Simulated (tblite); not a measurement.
Compound: C₄H₁₀Ge₂O₂.
SMILES with atom numbers: `[CH2:1]=[CH:2]/[C:3](=[CH:4]/[O:5][GeH3:6])[O:7][GeH3:8]` (hydrogens: H9, H10 on C1; H11 on C2; H12 on C4; H13, H14, H15 on Ge6; H16, H17, H18 on Ge8)

Computed with GFN2-xTB (tblite), gas phase: L-BFGS steps from a force-field or distance-geometry start until the largest atomic force falls under 0.01 eV/Å.

Step 48: E = -697.4289 eV
```
atom  x, y, z in Å  |  force x, y, z in eV/Å
C1      1.1105    2.6702    0.9254   -0.020  -0.037   0.040
C2      0.5916    2.1178   -0.1649   -0.020   0.014   0.018
C3      0.1539    0.7357   -0.2512   -0.046   0.010  -0.021
C4     -0.4147    0.2518   -1.3655   -0.013  -0.056   0.026
O5     -0.7979   -1.0504   -1.4861    0.026  -0.028   0.004
Ge6    -2.2460   -1.7879   -0.7962    0.040  -0.013  -0.002
O7      0.2712   -0.0491    0.8667   -0.001   0.011  -0.015
Ge8     1.4295   -1.3432    1.1159    0.021   0.046   0.004
H9      1.4116    3.7022    0.9708   -0.002  -0.028  -0.058
H10     1.2304    2.0901    1.8246    0.044  -0.013   0.059
H11     0.4460    2.6873   -1.0690    0.013   0.060  -0.068
H12    -0.5601    0.8649   -2.2452    0.031   0.022   0.020
H13    -3.3924   -1.5147   -1.7341    0.008   0.007  -0.011
H14    -1.8426   -3.2281   -0.7975   -0.017   0.058  -0.001
H15    -2.5334   -1.2028    0.5497    0.009  -0.028   0.042
H16     2.8200   -0.8263    0.8354   -0.069   0.001   0.001
H17     1.1878   -1.5900    2.5720   -0.009  -0.015  -0.071
H18     1.1255   -2.5212    0.2376    0.003  -0.012   0.035
```

Step 49: E = -697.4301 eV
```
atom  x, y, z in Å  |  force x, y, z in eV/Å
C1      1.1182    2.6698    0.9247   -0.042  -0.028   0.031
C2      0.5924    2.1230   -0.1650   -0.018   0.006  -0.030
C3      0.1533    0.7410   -0.2528   -0.048   0.008  -0.017
C4     -0.4162    0.2548   -1.3654   -0.024  -0.037  -0.012
O5     -0.7986   -1.0474   -1.4838    0.011  -0.048   0.014
Ge6    -2.2442   -1.7941   -0.7946    0.066   0.053  -0.004
O7      0.2700   -0.0446    0.8651   -0.008   0.029  -0.018
Ge8     1.4240   -1.3407    1.1171   -0.014   0.010  -0.030
H9      1.4188    3.7019    0.9714    0.009  -0.033  -0.045
H10     1.2375    2.0850    1.8209    0.053  -0.001   0.063
H11     0.4471    2.6957   -1.0688    0.011   0.032  -0.028
H12    -0.5621    0.8638   -2.2487    0.038   0.025   0.045
H13    -3.3924   -1.5184   -1.7263   -0.011   0.018  -0.023
H14    -1.8357   -3.2278   -0.8103    0.003  -0.010   0.000
H15    -2.5268   -1.2229    0.5576    0.003  -0.022   0.047
H16     2.8130   -0.8278    0.8370   -0.034   0.011   0.001
H17     1.1722   -1.5826    2.5706   -0.001  -0.024  -0.046
H18     1.1205   -2.5224    0.2397    0.006   0.013   0.052
```

Step 50: E = -697.4310 eV
```
atom  x, y, z in Å  |  force x, y, z in eV/Å
C1      1.1371    2.6714    0.9193   -0.080  -0.033  -0.022
C2      0.5951    2.1323   -0.1675    0.001   0.008  -0.038
C3      0.1491    0.7519   -0.2565   -0.046   0.003  -0.016
C4     -0.4265    0.2697   -1.3679   -0.024  -0.022  -0.046
O5     -0.8075   -1.0314   -1.4959   -0.049  -0.057   0.058
Ge6    -2.2369   -1.8098   -0.7957    0.102   0.072   0.010
O7      0.2667   -0.0366    0.8594   -0.004   0.033  -0.020
Ge8     1.4099   -1.3386    1.1268   -0.057  -0.014  -0.054
H9      1.4409    3.7029    0.9613    0.020  -0.040  -0.023
H10     1.2616    2.0842    1.8139    0.049   0.014   0.041
H11     0.4483    2.7094   -1.0708    0.011  -0.005   0.036
H12    -0.5742    0.8837   -2.2489    0.043   0.008   0.070
H13    -3.4060   -1.5290   -1.7046    0.022   0.011   0.003
H14    -1.8020   -3.2379   -0.8519   -0.020   0.028   0.001
H15    -2.5095   -1.2770    0.5801    0.024  -0.043  -0.028
H16     2.8049   -0.8423    0.8549   -0.015   0.022   0.002
H17     1.1361   -1.5696    2.5777    0.010  -0.025  -0.037
H18     1.1041   -2.5270    0.2547    0.011   0.038   0.065
```

Q: Estimate the geometry and energy of step 51. (The exact step hangs on the optimiser's Hessian estimate; all steps are aligned on step 50, rigid shifts and turns removed.)

A: E = -697.4323 eV, largest force 0.105 eV/Å
```
atom  x, y, z in Å  |  force x, y, z in eV/Å
C1      1.1339    2.6694    0.9213   -0.064  -0.016  -0.014
C2      0.5935    2.1325   -0.1670   -0.007  -0.008  -0.061
C3      0.1479    0.7517   -0.2566   -0.028   0.002  -0.005
C4     -0.4246    0.2651   -1.3672   -0.019   0.007  -0.053
O5     -0.8045   -1.0365   -1.4906   -0.017  -0.046   0.037
Ge6    -2.2361   -1.8068   -0.7943    0.056   0.089   0.005
O7      0.2669   -0.0358    0.8598   -0.017   0.037  -0.011
Ge8     1.4107   -1.3371    1.1235   -0.068  -0.023  -0.062
H9      1.4379    3.7011    0.9623    0.022  -0.044  -0.012
H10     1.2596    2.0815    1.8159    0.040   0.025   0.023
H11     0.4494    2.7112   -1.0707    0.007  -0.021   0.057
H12    -0.5699    0.8777   -2.2492    0.032   0.005   0.055
H13    -3.4009   -1.5271   -1.7071    0.011   0.020  -0.003
H14    -1.8097   -3.2330   -0.8456    0.005  -0.037  -0.001
H15    -2.5110   -1.2723    0.5778    0.017  -0.028   0.000
H16     2.8017   -0.8382    0.8503    0.018   0.032  -0.004
H17     1.1392   -1.5708    2.5721    0.006  -0.027  -0.005
H18     1.1073   -2.5263    0.2535    0.006   0.031   0.053
```

The energy changes by -0.0013 eV. The first-order estimate −F·Δx gives -0.0019 eV and the mean of the old and new forces, exact on a quadratic surface, -0.0014 eV. The step makes an angle of 72° with the force vector and moves no atom by more than 0.011 Å.

The cost below is that of the whole relaxation. Hardware: one thread, Arm Neoverse V1 (aarch64), no GPU, shared host with 32 logical CPUs at a one-minute load of 12. Cost: 1.9 s wall.
